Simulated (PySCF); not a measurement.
Si(CCH)(Cl)(H)2 (C2H3ClSi), SMILES C#C[SiH2]Cl. Atoms are numbered in the order given.

```xyz
7

Si     0.8181     0.0679     0.0000
Cl    -0.5687     1.5990     0.0000
C     -0.0474    -1.5401     0.0000
C     -0.6142    -2.6165     0.0000
H      1.6512     0.1861    -1.2248
H      1.6512     0.1861     1.2248
H     -1.1175    -3.5676     0.0000
```
Charge 0, spin multiplicity 1.

The structure is a stationary point at PBE0-D3(BJ)/def2-SVP.

These are PBE0-D3(BJ)/def2-SVP (PySCF 2.14.0) values and carry that method's errors.

Frequencies are harmonic and unscaled.

Computed vibrational spectrum:
```csv
mode,ν (cm⁻¹),IR (km/mol),Raman (Å⁴/amu),depolarisation,moving atoms (share of kinetic energy)
1,123,1.5,9.8,0.75,"C 41 %, Cl 29 %, Si 17 %, H 13 %"
2,228,7.3,11.2,0.75,"C 69 %, H 30 %"
3,332,17.6,2.9,0.68,"C 76 %, Cl 12 %, H 9 %"
4,552,67.6,10.0,0.19,"Si 48 %, Cl 41 %"
5,611,63.3,4.3,0.75,"H 71 %, Si 18 %, C 9 %"
6,659,70.0,2.9,0.58,"C 46 %, Si 43 %, H 9 %"
7,725,9.4,13.3,0.75,H 94 %
8,748,26.9,1.2,0.75,"H 75 %, C 25 %"
9,760,26.8,1.9,0.74,"H 75 %, C 25 %"
10,880,311.9,14.4,0.75,"H 87 %, Si 11 %"
11,947,116.7,18.2,0.71,H 96 %
12,2171,57.1,141.5,0.25,"C 90 %, H 10 %"
13,2271,72.4,221.3,0.06,H 98 %
14,2275,93.2,94.2,0.75,H 95 %
15,3473,54.3,42.3,0.24,"H 86 %, C 14 %"
```
